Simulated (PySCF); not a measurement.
C₃H₅ClOSi, SMILES C=C=C(Cl)[SiH2]O. Coordinates come from a B3LYP-D3(BJ)/def2-SVP optimisation. This is a generated structure with no PubChem entry under its InChIKey; it may be hypothetical. One conformer was computed; it need not be the lowest.

**Question.** Give the equilibrium geometry at B3LYP-D3(BJ)/def2-SVP (PySCF confirms it by a frequency run) as bond lengths and angles. (An estimate is asked for; the answer gives what the named calculation found.)

**Answer.** This is not unique; one that fits is 
Atoms: C1 C2 C3 Cl4 Si5 O6 H7 H8 H9 H10 H11. Bonds (Å): C1–C2 1.310, C1–H7 1.096, C1–H8 1.096, C2–C3 1.309, C3–Cl4 1.774, C3–Si5 1.884, Si5–O6 1.664, Si5–H9 1.491, Si5–H10 1.482, O6–H11 0.965. Bond angles (°): C2–C1–H7 121.2, C2–C1–H8 121.4, H7–C1–H8 117.3, C1–C2–C3 177.0, C2–C3–Cl4 121.4, C2–C3–Si5 124.1, Cl4–C3–Si5 114.5, C3–Si5–O6 110.2, C3–Si5–H9 107.1, C3–Si5–H10 109.6, O6–Si5–H9 112.9, O6–Si5–H10 106.7, H9–Si5–H10 110.3, Si5–O6–H11 117.3.
Charge 0, spin multiplicity 1.
